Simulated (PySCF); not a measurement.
BI2, SMILES I[B]I, multiplicity 2. Atoms are numbered in the order given.

```xyz
3

I      0.0000    -1.8771     0.0411
B      0.0000     0.0000    -0.8704
I      0.0000     1.8771     0.0411
```
Charge 0, spin multiplicity 2.

Geometry optimised at PBE0-D3(BJ)/def2-TZVP. The isomer is the one that the SMILES or the coordinates give; other isomers of the formula were not compared. The def2 effective core potentials stand for the cores of I; spin–orbit coupling is left out.

Computed with PBE0-D3(BJ)/def2-TZVP run with PySCF.

Frequencies are harmonic and unscaled.

```csv
mode,ν (cm⁻¹),IR (km/mol),moving atoms (share of kinetic energy)
1,120,0.1,I 92 %
2,452,1.8,"B 88 %, I 12 %"
3,774,322.2,B 95 %
```
